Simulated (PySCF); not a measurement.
## C₆ coefficients of unlike pairs at PBE0

Calculated with PySCF 2.14 from the dipole response of each species, C₆(A,B) = (3/π) ∫ α_A(iu) α_B(iu) du, in atomic units, from isotropic polarisabilities. For ions this is the dispersion term alone; charge-induced terms of lower order in 1/R come first.

```
species           configuration                                                                           basis      relativity  α (bohr³)  C₆ (like pair)
     Mo       [Kr] 4d5 5s1 (7S)                                       aug-cc-pVTZ-PP with ECP28MDF (6s6p5d3f2g)  core potential      77.59           813.6
     Ne               [Ne] (1S)  x2c-QZVPPall with one added diffuse shell each of s, p, d, f type (8s5p4d3f1g)   spin-free X2C      2.713           6.575
     Li           [He] 2s1 (2S)                                                       aug-cc-pCVQZ (9s8p6d4f2g)            none      146.7            1184
 As(2+)  [Ar] 3d10 4s2 4p1 (2P)       x2c-TZVPPall with one added diffuse shell each of s, p, d type (7s6p5d1f)   spin-free X2C      10.26           44.00
```

Estimate C₆ for As(2+) with Mo.

The integral gives 172.4. The combination rule 2 C_A C_B / (C_A α_B/α_A + C_B α_A/α_B) gives 162.6 and the geometric mean 189.2.

No spin-orbit coupling is included.

The other pairs:

```tsv
pair	C₆
As(2+), Ne	15.85
Ne, Mo	56.00
Li, Mo	875.7
Li, Ne	42.16
As(2+), Li	148.4
```
